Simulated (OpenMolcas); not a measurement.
# V2+: effect of the active space

| Quantity | Value |
| --- | --- |
| Program | OpenMolcas 26.06 |
| Method | SS-CASPT2, IPEA 0.25 Eh, imaginary shift 0.1 Eh |
| Basis | ANO-R3 |
| Scalar Hamiltonian | X2C, finite nucleus |
| Spin-orbit coupling | RASSI with atomic mean-field integrals over the reference wave functions, term energies averaged over their components |

A. 3 electrons in 5 orbitals (3d); 2S+1 = 4 even, 10 roots; 2S+1 = 2 even, 40 roots; closed shells correlated: 3s 3p; CASPT2 step of the order of 24 core-seconds
B. 3 electrons in 6 orbitals (3d 4s); 2S+1 = 4 even, 20 roots; 2S+1 = 2 even, 64 roots kept (CI in the orbitals of an earlier block); closed shells correlated: 3s 3p; CASPT2 step of the order of 80 core-seconds

Energies in cm-1 above 3d3 4F 3/2, the measured ground level; measured values from Sugar and Corliss, J. Phys. Chem. Ref. Data 7, 1191 (1978).

```tsv
Level	A	B	Measured
3d3 4F 3/2	0.0	0.0	0.0
3d3 4F 5/2	156	164	146
3d3 4F 7/2	370	388	342
3d3 4F 9/2	637	668	584
3d3 2G 7/2	11230	11620	11966
3d3 2G 9/2	11460	11860	12187
3d3 4P 1/2	11820	11600	11514
3d3 4P 3/2	11890	11670	11592
3d3 4P 5/2	12070	11860	11770
3d3 2D 3/2(1)	15500	16110	
3d3 2P 1/2	15930	15110	15580
3d3 2D 5/2(1)	15970	16210	16375
3d3 2H 9/2	16190	16580	16811
3d3 2P 3/2 [75 %]	16330	15130	
3d3 2H 11/2	16370	16770	16978
3d3 2F 7/2	27510	27490	27728
3d3 2F 5/2	27600	27590	27847
3d3 2D 5/2(2)	43020	42360	42267
3d3 2D 3/2(2)	43130	42480	42371
```

Deviations, from unrounded energies. A percentage is the sum of absolute deviations over the sum of measured energies, with the sign that they share, or ± where signs differ.

```csv
Against measurement,Levels,A,B
mean absolute deviation (cm-1),16,400,180
fine structure of the ground term (%),3,+8.5,+13.9
other terms of the ground configuration (%),13,±2.4,±1.0
```

B lies closest to measurement on these levels. The largest miss of B in the table is 3d3 2P 1/2, by -470 cm-1. The ranking rests on the paired levels alone, and a cruder setting can come out closer through cancelling errors.

Between A and B the level of the table that moves most is 3d3 2P 3/2 [75 %], by 1200 cm-1 (lowest in B, highest in A). Moves below CASPT2's spread within the term are not significant.

Term energies are means over components that CASPT2 splits; among the terms shown or strongly mixed into the levels shown the widest spread is 700 cm-1 (3d3 4F, A). The CASPT2 spread within a term exceeds the gap to the next term for 3d3 2D(1) and 3d3 2P, 3d3 2P and 3d3 2H, so the order of their levels is uncertain, and so are names and mixing where such terms share a J (holds for A). Terms from blocks run as CI alone lack orbitals of their own (holds for B). Measured partners are found by configuration, term and J. A level has none where our copy of the source lacks it or the pairing is in doubt (some pairs that miss far off the trend of their configuration count as doubtful), and it then counts in no deviation. Levels of configurations outside the active space are missing. Levels that lie high or do not pair safely by name in every column are left out.

A share in square brackets marks a mixed level and gives the weight of the term that names it, the lowest over the columns. A number in round brackets counts repeated terms of one configuration in the order of the reference energies.
